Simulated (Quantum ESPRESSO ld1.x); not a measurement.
Species: Rb33+. Configuration: [He] 2s2 (the NIST ground configuration). Calculated with ld1.x of Quantum ESPRESSO 7.5: scalar-relativistic Kohn-Sham, LDA (Slater exchange, Perdew-Wang correlation), spin-polarised, spherical densities, point nucleus.

Unscreened Slater integrals over Kohn-Sham orbitals (cm^-1). They are taken over the spin-up orbitals. Empty in this configuration: 2p.

integral,value
"F0(2s,2s)",1200100
"F0(2s,1s)",1681500
"G0(2s,1s)",171730
"F0(2s,2p)",1281900
"G1(2s,2p)",714440
"F0(1s,1s)",5147600
"F0(1s,2p)",1905000
"G1(1s,2p)",377910
"F0(2p,2p)",1414300
"F2(2p,2p)",679260
